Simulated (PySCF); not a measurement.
C5H3N2O2 (charge -1).
SMILES: `O=C([O-])c1ncccn1`

A PySCF run (density fitting, gas phase, GFN2-xTB geometry) gave HOMO -1.63 eV, LUMO 2.42 eV and E = -451.530 Eh.

Question: Which of these levels was it?
A. PBE0/pcSseg-1
B. PBE0/def2-SVPD
C. HF/6-31G-J

Answer: B. It is PBE0/def2-SVPD. All candidates on this geometry:

```
                            level and settings           kind  basis functions  SCF cycles     E (Eh)  HOMO (eV)  LUMO (eV)
                                 PBE0/pcSseg-1  global hybrid              168          17  -451.7802      -1.17       2.62
                                PBE0/def2-SVPD  global hybrid              210          17  -451.5300      -1.63       2.42
HF/6-31G-J, fitting basis def2-universal-jkfit   Hartree–Fock              120          12  -449.5680      -4.77       6.44
```

The nearest other candidate, by the summed differences of HOMO and LUMO, is PBE0/pcSseg-1: its HOMO differs by +0.46 eV and its LUMO by +0.20 eV. Cycle counts include a coarse-grid stage where the run had one.

Conformer computed: `[O:1]=[C:2]([O-:3])[c:4]1[n:5][cH:6][cH:7][cH:8][n:9]1`: O1–C2–C4–N5 0°.
